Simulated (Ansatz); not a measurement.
`CCB(N)F` → `[CH2]` (triplet) + `CB(N)F` at 400 K and 1 bar (formal loss of a carbene).

Isolated molecules relaxed with PBE0-D4/def2-TZVP in Ansatz; ΔE leaves out vibrations. CCSD(T)/CBS is the MP2 limit (def2-TZVPP, def2-QZVPP) plus CCSD(T) − MP2 in def2-TZVPP, frozen cores. This one scheme is used for every species. Triplets are unrestricted, without spin–orbit coupling. One conformer a species, not always the lowest.

| species | CCSD(T)/CBS energy (Eh) | H − E (kJ/mol) | S (J/(mol·K)) |
| --- | --- | --- | --- |
| `CCB(N)F` | -259.73302 | 293.3 | 362.7 |
| `[CH2]` (triplet) | -39.09499 | 59.0 | 205.7 |
| `CB(N)F` | -220.47660 | 211.4 | 322.7 |

H − E and S are ideal-gas, rigid-rotor, harmonic terms from PBE0-D4/def2-TZVP, for one conformer and one mirror image of each species, with the whole ground term of open shells counted as degenerate. 1 Eh = 2625.50 kJ/mol, R = 8.31446 J/(mol·K).

By hand: ΔE, ΔH, ΔS and ΔG.

ΔE = (-39.09499) + (-220.47660) − (-259.73302) = 0.16143 Eh = 423.8 kJ/mol. Δ(H − E) = 59.0 + 211.4 − 293.3 = -22.9, so ΔH = 400.9 kJ/mol. ΔS = 205.7 + 322.7 − 362.7 = 165.7 J/(mol·K). ΔG = 400.9 − 400 × (165.7)/1000 = 334.6 kJ/mol.

By hand: the equilibrium constant, and the temperature at which ΔG would vanish if ΔH and ΔS stayed fixed.

log₁₀ K = −ΔG/(RT ln 10) = -43.7. ΔG = 0 at ΔH/ΔS = 2419 K.

The number of gas molecules changes by +1, which sets the sign of ΔS. A doubt of 5 kJ/mol in ΔE shifts log₁₀ K by 0.7 here. Other conformers and mirror images would add mixing entropy, several J/(mol·K) or more a flexible species. Modes under 60 cm⁻¹, often nearly free rotors, make the harmonic entropy too high. A triplet takes part, so the spin changes. These are equilibria of isolated gas molecules and say nothing of rates. Largest T1 diagnostic: 0.011 (customary marks: 0.02 for closed shells, 0.045 for open ones).
